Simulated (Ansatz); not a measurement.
Basis sets compared for Ge(vinyl)H3 (C2H6Ge). Charge 0, multiplicity 1. Geometry PBE0-D4/def2-TZVP. Ansatz on 4 threads of Intel Xeon on a shared host; times are rough, and most runs start from earlier orbitals.

Cartesian coordinates in Å:
```
Ge -0.9624 0.8941 0.1620
C 0.6353 -0.1800 0.3854
C 0.9797 -1.1487 -0.4538
H 1.2743 0.0245 1.2418
H 0.3780 -1.3987 -1.3230
H 1.8820 -1.7373 -0.3117
H -1.6964 0.4178 -1.1023
H -0.6021 2.3837 0.0193
H -1.8884 0.7447 1.3824
```

The 6-31G sets use Cartesian d functions.

Binding counts from free atoms (Ge triplet, C triplet, H doublet) in the same basis, without a counterpoise term.

```json
{"level": "HF/6-31G", "functions": "59", "energy (Eh)": "-2154.1766", "HOMO (eV)": "-10.23", "LUMO (eV)": "3.97", "binding per atom (eV)": "2.55", "wall time": "0.7 s"}
{"level": "HF/def2-TZVP", "functions": "146", "energy (Eh)": "-2154.5893", "HOMO (eV)": "-10.35", "LUMO (eV)": "3.47", "binding per atom (eV)": "2.67", "wall time": "1.3 s"}
{"level": "PBE-D4/def2-SVP", "functions": "90", "energy (Eh)": "-2156.0323", "HOMO (eV)": "-6.73", "LUMO (eV)": "-1.14", "binding per atom (eV)": "3.62", "wall time": "1.1 s"}
{"level": "PBE-D4/def2-TZVP (with forces)", "functions": "146", "energy (Eh)": "-2156.3831", "HOMO (eV)": "-6.81", "LUMO (eV)": "-1.32", "binding per atom (eV)": "3.60", "wall time": "1.9 s"}
{"level": "r2SCAN-D4/def2-TZVP", "functions": "146", "energy (Eh)": "-2156.7515", "HOMO (eV)": "-7.03", "LUMO (eV)": "-1.10", "binding per atom (eV)": "3.58", "wall time": "2.5 s"}
{"level": "PBE0-D4/def2-SVP", "functions": "90", "energy (Eh)": "-2156.1046", "HOMO (eV)": "-7.89", "LUMO (eV)": "-0.12", "binding per atom (eV)": "3.59", "wall time": "1.5 s"}
{"level": "PBE0-D4/def2-TZVP", "functions": "146", "energy (Eh)": "-2156.4517", "HOMO (eV)": "-7.94", "LUMO (eV)": "-0.29", "binding per atom (eV)": "3.57", "wall time": "2.3 s"}
```

Q: Estimate the rows for PBE-D4/def2-TZVPD, r2SCAN-D4/def2-TZVPD, PBE0-D4/def2-TZVPD.

A: 
```
               level  functions  energy (Eh)  HOMO (eV)  LUMO (eV)  binding per atom (eV)  wall time
   PBE-D4/def2-TZVPD        182   -2156.3838      -6.83      -1.36                   3.60      2.4 s
r2SCAN-D4/def2-TZVPD        182   -2156.7520      -7.03      -1.12                   3.58      3.8 s
  PBE0-D4/def2-TZVPD        182   -2156.4524      -7.94      -0.35                   3.57      2.9 s
```
